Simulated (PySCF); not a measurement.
Ga(I)(Me)2 (C₂H₆GaI), SMILES [Ga]([CH3])([CH3])[I]. Geometry: PBE-D3(BJ)/def2-SVP. The structure was generated by enumeration; whether it is a known compound was not checked. The def2 effective core potentials stand for the cores of I; spin–orbit coupling is left out.

Q: Give the equilibrium geometry at PBE-D3(BJ)/def2-SVP (PySCF confirms it by a frequency run) as bond lengths and angles, and its point group. (An estimate is asked for; the answer gives what the named calculation found.)

A: point group Cs.
Atoms: Ga1 I2 C3 H4 H5 H6 C7 H8 H9 H10. Bonds (Å): Ga1–I2 2.545, Ga1–C3 1.972, Ga1–C7 1.972, C3–H4 1.109, C3–H5 1.107, C3–H6 1.109, C7–H8 1.107, C7–H9 1.109, C7–H10 1.109. Bond angles (°): I2–Ga1–C3 114.2, I2–Ga1–C7 114.2, C3–Ga1–C7 131.7, Ga1–C3–H4 109.4, Ga1–C3–H5 112.0, Ga1–C3–H6 109.3, H4–C3–H5 109.3, H4–C3–H6 107.4, H5–C3–H6 109.3, Ga1–C7–H8 112.0, Ga1–C7–H9 109.4, Ga1–C7–H10 109.3, H8–C7–H9 109.3, H8–C7–H10 109.3, H9–C7–H10 107.4.
